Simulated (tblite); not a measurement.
Compound: C6H8OS.
Bonds: C1–O2, O2–C3, C3–C4, C4–C5 (aromatic), C5–C6 (aromatic), C6–C7 (aromatic), C7–S8 (aromatic), C4–S8 (aromatic). Hydrogens: H9, H10, H11 on C1; H12, H13 on C3; H14 on C5; H15 on C6; H16 on C7.

Computed with GFN2-xTB (tblite), gas phase: Langevin dynamics at 400 K from the optimised GFN2-xTB geometry, time step 0.5 fs, friction 0.01 fs⁻¹, 2000 steps. The instantaneous temperature is 2·E(kin)/(3Nk) with all 3N coordinates.

```
t (fs)  T (K)  E(pot) above start (eV)  C1–O2 (Å)  O2–C3 (Å)  C3–C4 (Å)  C4–C5 (Å)  C5–C6 (Å)  C1–H9 (Å)  C1–O2–C3–C4 (°)
     0    325                    0.000      1.407      1.411      1.497      1.361      1.413      1.096              -65
    25    205                    0.253      1.430      1.437      1.514      1.385      1.427      1.088              -59
    50    234                    0.477      1.397      1.416      1.543      1.397      1.436      1.131              -58
    75    217                    0.486      1.461      1.412      1.500      1.339      1.410      1.104              -48
   100    368                    0.416      1.459      1.373      1.496      1.335      1.438      1.064              -48
   125    284                    0.563      1.397      1.426      1.539      1.334      1.496      1.075              -62
   150    310                    0.471      1.387      1.455      1.468      1.343      1.488      1.097              -65
   175    295                    0.566      1.379      1.421      1.481      1.360      1.453      1.144              -73
   200    319                    0.700      1.423      1.418      1.468      1.386      1.394      1.142              -85
   225    311                    0.748      1.447      1.359      1.497      1.378      1.462      1.130              -86
   250    379                    0.641      1.446      1.401      1.476      1.361      1.465      1.080              -64
   275    365                    0.610      1.369      1.419      1.480      1.370      1.510      1.058              -59
   300    424                    0.702      1.348      1.402      1.464      1.395      1.454      1.094              -65
   325    366                    0.995      1.434      1.438      1.537      1.390      1.443      1.106              -68
   350    459                    1.007      1.421      1.355      1.504      1.330      1.456      1.111              -81
   375    565                    0.909      1.355      1.350      1.567      1.321      1.524      1.072              -93
   400    470                    1.190      1.448      1.527      1.489      1.328      1.518      1.072              -84
   425    603                    1.246      1.422      1.539      1.490      1.366      1.496      1.153              -85
   450    396                    1.427      1.361      1.315      1.511      1.399      1.502      1.164              -74
   475    802                    0.843      1.478      1.436      1.453      1.413      1.497      1.120              -77
   500    591                    1.145      1.442      1.439      1.458      1.388      1.479      1.083              -87
   525    533                    0.942      1.323      1.391      1.476      1.344      1.434      1.072              -73
   550    525                    0.732      1.371      1.449      1.552      1.359      1.411      1.045              -58
   575    503                    0.612      1.475      1.438      1.569      1.353      1.417      1.087              -61
   600    420                    0.897      1.447      1.325      1.478      1.341      1.419      1.114              -66
   625    448                    0.818      1.398      1.372      1.510      1.375      1.444      1.112              -65
   650    537                    0.712      1.417      1.495      1.481      1.344      1.446      1.051              -47
   675    467                    0.781      1.356      1.423      1.536      1.342      1.450      1.050              -50
   700    313                    1.047      1.419      1.343      1.562      1.350      1.485      1.115              -70
   725    398                    0.890      1.522      1.401      1.500      1.374      1.452      1.151              -56
   750    387                    0.728      1.432      1.394      1.552      1.386      1.462      1.161              -56
   775    459                    0.674      1.369      1.485      1.482      1.362      1.416      1.105              -61
   800    451                    0.569      1.383      1.491      1.471      1.349      1.445      1.056              -67
   825    418                    0.668      1.388      1.389      1.543      1.359      1.489      1.076              -75
   850    302                    0.793      1.477      1.364      1.502      1.374      1.497      1.101              -67
   875    320                    0.565      1.473      1.376      1.467      1.396      1.474      1.121              -61
   900    323                    0.711      1.432      1.391      1.460      1.369      1.450      1.107              -58
   925    468                    0.566      1.376      1.422      1.538      1.380      1.441      1.085              -56
   950    362                    0.866      1.389      1.410      1.514      1.337      1.433      1.078              -59
   975    406                    0.823      1.403      1.393      1.510      1.370      1.431      1.087              -80
  1000    346                    0.708      1.412      1.407      1.468      1.384      1.456      1.120              -80
```

**Question.** From 500 fs on, how do temperature and potential energy compare with equipartition?

**Answer.** The mean temperature of these 21 frames is 428 K against the target 400 K, and the mean potential energy 0.77 eV against 42 × kT/2 = 0.72 eV for 42 classical harmonic modes. For 16 atoms in a canonical ensemble the temperature itself scatters by T·√(2/(3N)) = 82 K; here its standard deviation is 80 K. The whole run lasts only 10 friction times of 100 fs, so these averages carry a wide statistical error.

**Question.** What are the kinetic and total energies of the listed frame with the highest potential energy?

**Answer.** The one at 450 fs, 1.427 eV above the start. Its kinetic energy is 3NkT/2 = 0.819 eV at 396 K, so the sum is 2.25 eV; over the listed frames the sum runs from 0.67 to 2.50 eV, since the thermostat adds and removes energy.

**Question.** How much do the listed bonds fluctuate from 500 fs on?

**Answer.** 
| bond | at the start (Å) | mean (Å) | standard deviation (Å) |
| --- | --- | --- | --- |
| C1–O2 | 1.407 | 1.414 | 0.046 |
| O2–C3 | 1.411 | 1.409 | 0.044 |
| C3–C4 | 1.497 | 1.506 | 0.035 |
| C4–C5 | 1.361 | 1.364 | 0.017 |
| C5–C6 | 1.413 | 1.449 | 0.024 |
| C1–H9 | 1.096 | 1.094 | 0.031 |

The motion is classical and holds no zero-point motion.

The cost below is that of the whole dynamics run. On one thread of an AMD EPYC 7R43, no GPU, shared host with 256 logical CPUs at a one-minute load of 184, this took 26 s and 0.18 GiB of memory at its peak.
